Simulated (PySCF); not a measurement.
Si(H)(Cl)(NH2)2, SMILES N[SiH](N)Cl (H₅ClN₂Si), singlet (CAM-B3LYP/def2-SVP optimised geometry):

```
9

Si    -0.406    -0.707     0.000
N     -0.938     0.917     0.000
N      1.301    -0.707     0.000
Cl    -1.330    -1.531     1.683
H     -0.807    -1.595    -1.118
H     -1.822     1.189     0.411
H     -0.580     1.595    -0.662
H      1.822    -0.143     0.664
H      1.822    -1.524    -0.298
```

Calculation: CAM-B3LYP/def2-TZVP in PySCF.

### Question
What are the frontier orbital energies and the dipole moment?

### Answer
HOMO-2 -10.05 eV, HOMO-1 -9.27 eV, HOMO -9.14 eV, LUMO 1.68 eV, LUMO+1 1.96 eV; dipole moment 2.24 D.

On the same geometry PBE/def2-TZVP (PySCF 2.14.0) gives HOMO-2 -7.23 eV, HOMO-1 -6.37 eV, HOMO -6.24 eV, LUMO 0.07 eV, LUMO+1 0.28 eV; dipole moment 2.24 D.

Meta-Löwdin charges at CAM-B3LYP/def2-TZVP: Si1 1.03, N2 -0.75, N3 -0.74, Cl4 -0.36, H5 -0.15, H6 0.25, H7 0.24, H8 0.24, H9 0.24.
